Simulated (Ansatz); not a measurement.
Gas-phase reaction in SMILES: C[Si](C)(C)C [tetramethylsilane] -> [CH2][Si](C)(C)C + H atom (the C-H bond at the site shown breaks; other sites are not compared here)
Each molecule is optimised on its own at B3LYP-D3(BJ)/def2-TZVP (Ansatz, a program for electronic structure), one conformer each, not searched for the lowest. Frequencies are from Ansatz.

Property: bond dissociation energy (enthalpy at 298 K, with B3LYP-D3(BJ) rigid-rotor harmonic-oscillator terms), in kcal/mol. Cores are frozen in the correlated levels unless marked. UHF or UKS for open shells. No spin-orbit coupling. Non-relativistic. CBS(X,Y): correlation extrapolated as X^-3; Hartree-Fock from the larger set. [CCSD(T)-MP2]/basis is that difference in the basis named.

| level | program | bond dissociation energy (kcal/mol) |
|---|---|---|
| HF/STO-3G | Ansatz | 103.9 |

Problem. Predict the RI-MP2/CBS(cc-pV(T+d)Z,cc-pV(Q+d)Z)+[CCSD(T)-MP2]/cc-pV(T+d)Z result (Ansatz).

Solution. 101.8 kcal/mol
